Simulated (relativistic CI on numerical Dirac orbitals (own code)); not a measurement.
Cu4+ in a cubic cluster: 2p photoemission with charge transfer

Computed with a charge-transfer multiplet model of a cubic metal-ligand cluster with up to 3 ligand holes, Slater and spin-orbit integrals from Dirac-Coulomb-Breit ions, Slater integrals scaled by 0.8. The ground state mixes d7 with configurations of k ligand holes L, whose averages lie at kΔ + k(k − 1)U_dd/2; a core hole lowers each added d electron by U_cd. 300 K, Lorentzian 0.6 eV and Gaussian 0.8 eV FWHM.

Atomic integrals in eV (Slater integrals scaled, ζ unscaled), ground: F2dd 11.838, F4dd 7.422, zeta_d 0.120; with the core hole: F2dd 13.125, F4dd 8.265, zeta_d 0.162, zeta_core 13.365, F2cd 8.072, G1cd 6.340, G3cd 3.612.

Cluster parameters (eV): Δ = -1.6, U_cd = 9.7, 10Dq = 1, 10Dq(ligand) = 1.3, V(eg) = 2.7, V(t2g) = -1.16, final-state hopping factor = 0.9.

| Case | n_d | d7 | d8L | d9L2 | d10L3 | S |
| --- | --- | --- | --- | --- | --- | --- |
| U_dd = 8 eV | 7.93 | 0.22 | 0.64 | 0.14 | 0.00 | 0.52 |
| U_dd = 8.7 eV | 7.91 | 0.23 | 0.65 | 0.12 | 0.00 | 0.52 |
| U_dd = 9.4 eV | 7.88 | 0.23 | 0.65 | 0.11 | 0.00 | 0.52 |
| U_dd = 10.1 eV | 7.87 | 0.24 | 0.66 | 0.10 | 0.00 | 0.52 |
| U_dd = 10.8 eV | 7.85 | 0.25 | 0.66 | 0.09 | 0.00 | 0.52 |

Weights, n_d and S are thermal averages at 300 K. Binding energies count from the first peak over 30 % of the highest in each spectrum, which can be another peak from case to case. The parameters are a model scan and need not match a compound or its usual spin state. Peaks in eV (height, largest 100):
- U_dd = 8 eV: 0.0 (100), 5.6 (8), 7.9 (31), 14.5 (9), 20.6 (50), 22.9 (9), 28.6 (18), 34.3 (5)
- U_dd = 8.7 eV: 0.0 (100), 5.5 (9), 7.9 (25), 10.7 (11), 14.9 (7), 20.7 (50), 22.9 (10), 28.8 (14), 30.7 (6)
- U_dd = 9.4 eV: 0.0 (100), 5.5 (9), 7.9 (22), 10.8 (12), 20.7 (50), 22.8 (11), 28.9 (12), 30.7 (8)
- U_dd = 10.1 eV: 0.0 (100), 5.7 (8), 8.0 (19), 10.9 (12), 20.8 (50), 22.8 (12), 29.0 (10), 30.7 (9)
- U_dd = 10.8 eV: 0.0 (100), 5.8 (8), 8.2 (17), 11.0 (10), 20.9 (50), 22.9 (13), 29.1 (8), 30.8 (9)

For the case U_dd = 8.7 eV, Δ = -1.6 eV is smaller than U_dd = 8.7 eV, the charge-transfer side of the Zaanen-Sawatzky-Allen scheme (negative Δ: between configuration averages a ligand hole costs less than the nominal valence; multiplet and field energies can change this for the lowest states). With the core hole the average of the configuration with one ligand hole lies at Δ − U_cd = -11.3 eV before mixing: it lies below the unscreened one, so the lowest final states are mostly screened and the unscreened weight appears at higher binding energy as a satellite.
